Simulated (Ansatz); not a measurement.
One change: `C[SiH2][NH][SnH3]` becomes `C[SiH2]N`.

Ansatz, PBE0-D4/def2-TZVP geometries, multiplicity 1. Each molecule was computed in one conformer, which needn't be the lowest.

Elements past krypton have def2 core potentials.

| property | `C[SiH2][NH][SnH3]` |
| --- | --- |
| LUMO energy (B3LYP/def2-TZVPP) / eV | -0.48 |
| HOMO–LUMO gap (B3LYP/def2-TZVPP) / eV | 6.32 |
| HOMO–LUMO gap (PBE0/def2-TZVPP) / eV | 6.78 |
| HOMO energy (B3LYP/def2-TZVPP) / eV | -6.80 |
| HOMO energy (ωB97M-V/def2-TZVPP) / eV | -9.30 |
| size of the dipole moment (B3LYP/def2-TZVPP) / D | 0.99 |

(1) What does the change do to each property? (Estimate.)

## Answers

(1) The calculation gave: 
```json
{"property": "LUMO energy (B3LYP/def2-TZVPP) / eV", "`C[SiH2]N`": "0.38", "shift": "0.86"}
{"property": "HOMO–LUMO gap (B3LYP/def2-TZVPP) / eV", "`C[SiH2]N`": "7.34", "shift": "1.02"}
{"property": "HOMO–LUMO gap (PBE0/def2-TZVPP) / eV", "`C[SiH2]N`": "7.88", "shift": "1.10"}
{"property": "HOMO energy (B3LYP/def2-TZVPP) / eV", "`C[SiH2]N`": "-6.97", "shift": "-0.17"}
{"property": "HOMO energy (ωB97M-V/def2-TZVPP) / eV", "`C[SiH2]N`": "-9.55", "shift": "-0.25"}
{"property": "size of the dipole moment (B3LYP/def2-TZVPP) / D", "`C[SiH2]N`": "1.49", "shift": "0.50"}
```

With PBE0 the HOMO falls by 0.18 eV and the LUMO rises by 0.93 eV, so the gap widens by about 1.11 eV. PBE moves the HOMO by -0.10 eV and ωB97M-V by -0.25 eV. Dipoles are sizes alone; their direction can turn.

B3LYP here is the variant with VWN-RPA as its local correlation; programs differ in this.
